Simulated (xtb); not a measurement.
O4Os, triplet, geometry from GFN2-xTB (such geometries of metal compounds can be far from the true shape) (the multiplicity is a formal guess); GFN1-xTB (xtb).

The xtb input:
```
$ xtb mol.xyz --gfn 1 --uhf 2 --grad --json

# file mol.xyz
5

Os    -0.00000000    -0.00000000    -0.00000000
O      1.25562739     0.85403793    -0.68566191
O      0.90693264    -1.04343838     0.92995844
O     -1.13864707    -1.09252818    -0.53476929
O     -1.02391295     1.28192863     0.29047276
```

Task: Write the output that xtb gives for this input, abridged.

Result: 
```
   ID    Z sym.   atoms
    1   76 Os     1
    2    8 O      2-5

           -------------------------------------------------
          |                Calculation Setup                |
           -------------------------------------------------

           -------------------------------------------------
          |                 G F N 1 - x T B                 |
           -------------------------------------------------

          ...................................................
          :                      SETUP                      :
          :.................................................:
          :  # basis functions                  26          :
          :  # atomic orbitals                  25          :
          :  # shells                           11          :
          :  # electrons                        32          :
          :  # halogen bonds                     0          :
          :  max. iterations                   250          :
          :  Hamiltonian                  GFN1-xTB          :
          :  restarted?                      false          :
          :  GBSA solvation                  false          :
          :  PC potential                    false          :
          :  electronic temp.          300.0000000     K    :
          :  accuracy                    1.0000000          :
          :  -> integral cutoff          0.2500000E+02      :
          :  -> integral neglect         0.1000000E-07      :
          :  -> SCF convergence          0.1000000E-05 Eh   :
          :  -> wf. convergence          0.2000000E-04 e    :
          :  Broyden damping             0.4000000          :
          :  net charge                          0          :
          :  unpaired electrons                  2          :
          ...................................................

 iter      E             dE          RMSdq      gap      omega  full diag
   1    -21.9214929 -0.219215E+02  0.136E+01    1.75       0.0  T
   2    -21.9908729 -0.693800E-01  0.579E+00    1.86       1.0  T
   3    -21.9932359 -0.236304E-02  0.250E+00    1.87       1.0  T
   4    -21.9932108  0.251618E-04  0.210E-01    1.87       1.0  T
   5    -21.9932391 -0.283296E-04  0.187E-02    1.87       2.4  T
   6    -21.9932390  0.739325E-07  0.636E-03    1.87       7.0  T
   7    -21.9932386  0.432282E-06  0.866E-03    1.87       5.2  T
   8    -21.9932394 -0.790698E-06  0.141E-05    1.87    3168.6  T
   9    -21.9932394  0.195044E-11  0.194E-05    1.87    2306.4  T

   *** convergence criteria satisfied after 9 iterations ***

 transition dipole moment (au) for excitation:          16          17
     X       Y       Z
  -0.0000   0.0000  -0.0000  total (au/Debye):    0.000   0.000
 dE (eV)             :    3.642
 oscillator strength :  0.30092E-16

         :::::::::::::::::::::::::::::::::::::::::::::::::::::
         ::                     SUMMARY                     ::
         :::::::::::::::::::::::::::::::::::::::::::::::::::::
         :: total energy             -21.878272890820 Eh    ::
         :: gradient norm              0.022855730076 Eh/a0 ::
         :: HOMO-LUMO gap              1.873350567604 eV    ::
         ::.................................................::
         :: SCC energy               -21.993239379897 Eh    ::
         :: -> electrostatic           0.277761803501 Eh    ::
         :: repulsion energy           0.116398413261 Eh    ::
         :: dispersion energy         -0.001431924184 Eh    ::
         :: halogen bond corr.         0.000000000000 Eh    ::
         :: add. restraining           0.000000000000 Eh    ::
         :: total charge               0.000000000002 e     ::
         :::::::::::::::::::::::::::::::::::::::::::::::::::::

           -------------------------------------------------
          |                Property Printout                |
           -------------------------------------------------

    * Orbital Energies and Occupations

         #    Occupation            Energy/Eh            Energy/eV
      -------------------------------------------------------------
         1        2.0000           -0.8267657             -22.4974
       ...           ...                  ...                  ...
         5        2.0000           -0.6582735             -17.9125
         6        2.0000           -0.6479524             -17.6317
         7        2.0000           -0.6433008             -17.5051
         8        2.0000           -0.6433007             -17.5051
         9        2.0000           -0.6403209             -17.4240
        10        2.0000           -0.6125675             -16.6688
        11        2.0000           -0.6088713             -16.5682
        12        2.0000           -0.6045999             -16.4520
        13        2.0000           -0.6045999             -16.4520
        14        1.9343           -0.5701213             -15.5138
        15        1.9343           -0.5701212             -15.5138
        16        1.1314           -0.5658050             -15.3963
        17        1.0000           -0.4319470             -11.7539 (HOMO)
        18                         -0.3631026              -9.8805 (LUMO)
        19                         -0.3504735              -9.5369
        20                         -0.3504735              -9.5369
        21                         -0.1976287              -5.3777
        22                          0.0790308               2.1505
        23                          0.2328706               6.3367
        24                          0.2328706               6.3367
        25                          0.8375583              22.7911
      -------------------------------------------------------------
                  HL-Gap            0.0688444 Eh            1.8734 eV
             Fermi-level           -0.4825620 Eh          -13.1312 eV

  Mulliken/CM5 charges         n(s)   n(p)   n(d)
     1Os    2.21955  2.95223   0.419  1.146  4.216
     2O    -0.55488 -0.73806   1.760  4.795  0.000
     3O    -0.55489 -0.73806   1.760  4.795  0.000
     4O    -0.55488 -0.73806   1.760  4.795  0.000
     5O    -0.55489 -0.73806   1.760  4.795  0.000

Wiberg/Mayer (AO) data.
largest (>0.10) Wiberg bond orders for each atom

 ---------------------------------------------------------------------------
     #   Z sym  total        # sym  WBO       # sym  WBO       # sym  WBO
 ---------------------------------------------------------------------------
     1  76 Os   6.564 --     4 O    1.641     2 O    1.641     5 O    1.641
                             3 O    1.641
     2   8 O    2.089 --     1 Os   1.641     4 O    0.218     3 O    0.115
                             5 O    0.115
     3   8 O    2.089 --     1 Os   1.641     5 O    0.218     2 O    0.115
                             4 O    0.115
     4   8 O    2.089 --     1 Os   1.641     2 O    0.218     3 O    0.115
                             5 O    0.115
     5   8 O    2.089 --     1 Os   1.641     3 O    0.218     2 O    0.115
                             4 O    0.115
 ---------------------------------------------------------------------------

Topologies differ in total number of bonds
Writing topology from bond orders to xtbtopo.mol

 dipole moment from electron density (au)
     X       Y       Z
   0.0000  -0.0000  -0.0000  total (Debye):    0.000

           -------------------------------------------------
          | TOTAL ENERGY              -21.878272890820 Eh   |
          | GRADIENT NORM               0.022855730076 Eh/α |
          | HOMO-LUMO GAP               1.873350567604 eV   |
           -------------------------------------------------

normal termination of xtb
```
